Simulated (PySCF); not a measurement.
HfFH₃, SMILES [F][HfH3], multiplicity 1.

Geometry optimised at r2SCAN-D4/def2-TZVP. The spin state was assumed, not searched. The structure was generated by enumeration; whether it is a known compound was not checked. The def2 effective core potentials stand for the cores of Hf; spin–orbit coupling is left out.

Method: CAM-B3LYP/def2-TZVPD run with PySCF.

Isolated molecule, no solvent.

| Item | Value |
|---|---|
| total energy | -149.67071 hartree |
| point group | C3v |
| highest occupied level | -9.99 eV |
| lowest empty level | -0.92 eV |
| orbital gap | 9.07 eV |
| dipole moment | 0.64 D |
| quadrupole, principal values (traceless, Buckingham form, about the centre of nuclear charge) | -0.02, -0.02, 0.04 D·Å |
| mean static polarisability | 46.0 bohr³ (6.82 Å³) |
| polarisability, principal values | 43.6, 47.2, 47.2 bohr³ |
